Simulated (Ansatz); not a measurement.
The same path of FGe2H5 (8 atoms, charge 0, multiplicity 1) was run twice with different band settings. Lost on the way: Ge1–Ge2. Made: Ge2–H6.

Method: Ansatz, RKS PBE/def2-SVP.

Relaxed end points:

```xyz
8
Properties=species:S:1:pos:R:3
Ge 0.424 0.088 0.003
Ge 1.110 -0.021 2.342
H -0.122 -0.270 3.247
H 2.132 -1.168 2.542
H 1.773 1.322 2.749
H 1.616 0.225 -0.986
H -0.649 1.178 -0.279
F -0.347 -1.460 -0.376
```

```xyz
8
Properties=species:S:1:pos:R:3
Ge 0.206 0.111 -0.860
Ge 1.358 -0.011 2.107
H -0.029 -0.559 2.484
H 2.501 -0.898 2.666
H 1.565 1.468 2.496
H 1.581 -0.161 0.515
H -0.429 1.206 0.173
F -0.817 -1.262 -0.339
```

Common settings: spring 5.0 eV/Å²; optimiser quadratic models (default); start path through a guess of the saddle point; force threshold 0.03 eV/Å; iteration limit 60; end points relaxed.

| run | movable images | climbing image |
| --- | --- | --- |
| 1 | 7 | yes |
| 2 | 1 | no |

Q: What does each run give, and how far can it be trusted?

A: Run 1: converged after 24 iterations, highest image 1.799 eV above the first end. A vibrational analysis at the climbing image gives one clearly imaginary mode, 714i cm⁻¹: a first-order saddle point.
Run 2: converged after 7 iterations, highest image 1.170 eV above the first end. No image climbed, so the highest image needn't sit at the top of the path. A band with more images between the same ends climbed to 1.80 eV, so this one has probably stepped over the top. So few images can step over the top or miss a turn of the path.
The orbitals stay closed-shell, which can raise the energy where a bond breaks towards radicals; this wasn't checked here.
